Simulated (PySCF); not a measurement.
CH6N, SMILES [NH3+]C, charge +1. Atoms are numbered in the order given.

```xyz
8

C      0.0000     0.0000    -0.7924
N      0.0000     0.0000     0.7045
H      0.0000    -1.0314    -1.1371
H      0.8932     0.5157    -1.1371
H     -0.8932     0.5157    -1.1371
H     -0.8243    -0.4759     1.0781
H      0.0000     0.9519     1.0781
H      0.8243    -0.4759     1.0781
```
Charge +1, spin multiplicity 1.

Coordinates come from a PBE0-D3(BJ)/def2-TZVP optimisation. The isomer is the one that the SMILES or the coordinates give; other isomers of the formula were not compared.

Computed with PySCF with PBE0/def2-TZVPD.

Mulliken values depend strongly on the basis, most of all with diffuse functions as here. ESP charges are fitted to the potential on shells at 1.4 to 2.0 van der Waals radii. Atomic charges (e):

```csv
atom,IAO,ESP fit,Mulliken
C1,-0.34,-0.03,-0.58
N2,-0.34,-0.43,-0.26
H3,0.21,0.13,0.28
H4,0.21,0.13,0.28
H5,0.21,0.13,0.28
H6,0.35,0.36,0.34
H7,0.35,0.36,0.34
H8,0.35,0.36,0.34
```
